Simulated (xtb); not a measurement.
ammonia (H₃N), singlet, geometry from GFN2-xTB; GFN-FF run with xtb.

Here is a job for xtb.
```
$ xtb mol.xyz --gfnff --json

# file mol.xyz
4

N     -0.00088861     0.00220129     0.11002386
H      0.01587655     0.93846578    -0.27548989
H      0.81249024    -0.48875726    -0.24050098
H     -0.82214652    -0.46511757    -0.25417613
```

It wrote (shortened):

```
   ID    Z sym.   atoms
    1    7 N      1
    2    1 H      2-4

           -------------------------------------------------
          |                Calculation Setup                |
           -------------------------------------------------

          ==================== Thresholds ====================
          CN  :   150.00000
          rep :   500.00000
          disp:  2500.00000
          HB1 :   250.00000
          HB2 :   450.00000

          Pauling EN used:
          Z : 1  EN :  2.20
          Z : 7  EN :  3.04
          electric field strengths (au): 0.000

           -------------------------------------------------
          |           Force Field Initialization            |
           -------------------------------------------------

          distances ...
          ----------------------------------------
          generating topology and atomic info file ...
          pair mat ...
          computing topology distances matrix with Floyd-Warshall algo ...
          making topology EEQ charges ...
          #fragments for EEQ constrain: 1
          ----------------------------------------
          generating topology and atomic info file ...
          pair mat ...
          computing topology distances matrix with Floyd-Warshall algo ...
          making topology EEQ charges ...
          #fragments for EEQ constrain: 1
          rings ...
          # BATM   0
          # H in HB   3

  atom   neighbors  erfCN metchar sp-hybrid imet pi  qest     coordinates
    1  N       3    2.79   0.00         3    0    0  -0.424   -0.001679    0.004160    0.207915
    2  H       1    0.98   0.00         0    0    0   0.141    0.030002    1.773443   -0.520600
    3  H       1    0.98   0.00         0    0    0   0.141    1.535384   -0.923617   -0.454481
    4  H       1    0.98   0.00         0    0    0   0.141   -1.553632   -0.878945   -0.480323

          #atoms :   4
          #bonds :   3
          #angl  :   3
          #tors  :   1
          #nmol  :   1
          #optfrag :   1
           -------------------------------------------------
          |                   G F N - F F                   |
          |          A general generic force-field          |
          |                  Version 1.0.3                  |
           -------------------------------------------------
          Number of HB bonds (bound hydrogen)     0
          Number of HB bonds (unbound hydrogen)   0
          Number of XB bonds                      0

         :::::::::::::::::::::::::::::::::::::::::::::::::::::
         ::                     SUMMARY                     ::
         :::::::::::::::::::::::::::::::::::::::::::::::::::::
         :: total energy              -0.512831842182 Eh    ::
         :: gradient norm              0.014359678257 Eh/a0 ::
         ::.................................................::
         :: bond energy               -0.513781869840 Eh    ::
         :: angle energy               0.000618625743 Eh    ::
         :: torsion energy             0.000033251601 Eh    ::
         :: repulsion energy           0.026499578197 Eh    ::
         :: electrostat energy        -0.025866382937 Eh    ::
         :: dispersion energy         -0.000335044945 Eh    ::
         :: HB energy                  0.000000000000 Eh    ::
         :: XB energy                  0.000000000000 Eh    ::
         :: bonded atm energy          0.000000000000 Eh    ::
         :: external energy            0.000000000000 Eh    ::
         :: add. restraining           0.000000000000 Eh    ::
         :: total charge              -0.000000000000 e     ::
         :::::::::::::::::::::::::::::::::::::::::::::::::::::

           -------------------------------------------------
          |                Property Printout                |
           -------------------------------------------------

molecular dipole:
                 x           y           z       tot (Debye)
 q only:        0.003      -0.008      -0.400       1.017

           -------------------------------------------------
          | TOTAL ENERGY               -0.512831842182 Eh   |
          | GRADIENT NORM               0.014359678257 Eh/α |
           -------------------------------------------------
########################################################################
[WARNING] Runtime exception occurred
-1- gfnff_setup: Could not read topology file.
########################################################################

normal termination of xtb
```
